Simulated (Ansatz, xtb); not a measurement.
Ranking isomers of C4H9BN2O

3 gas-phase structures of C4H9BN2O, from a drawn sample of its isomers (lower ones may exist). Each was relaxed with GFN2-xTB; where two conformers were screened, the lower at r2SCAN-D4/def2-SVP//GFN2-xTB is listed:

A. `C[C@@H]1CN(C=O)BN1`, a singlet
B. `C=CN1CCNB1O`, a singlet
C. `CC(=O)N1BNCC1`, a singlet

**Question.** Which do you expect lowest at r2SCAN-D4/def2-SVP//GFN2-xTB, and how would the others follow?

**Answer.** Calculated order at r2SCAN-D4/def2-SVP//GFN2-xTB: B (0.000), C (0.364), A (0.467) eV.

Energies above the lowest of each column, in eV; the last columns are at r2SCAN-D4/def2-SVP geometries:

```csv
structure,GFN2-xTB,HF/STO-3G,r2SCAN-D4/def2-SVP//GFN2-xTB,r2SCAN-D4/def2-SVP,CCSD(T)/def2-SVP + ΔMP2/def2-TZVPP
B,0.235,0.000,0.000,0.000,0.000
C,0.000,0.172,0.364,0.364,0.528
A,0.092,0.326,0.467,0.459,0.598
```

CCSD(T)/def2-SVP + ΔMP2/def2-TZVPP puts B lowest; GFN2-xTB picks C. Flexible structures stand in one conformer each, not always the lowest. The ΔMP2 step shifts differences by up to 0.167 eV, which makes them less sure. ΔMP2 is the change of the MP2 energy from the smaller to the larger basis.

Programs: Ansatz 0.2.0, xtb 6.7.1.
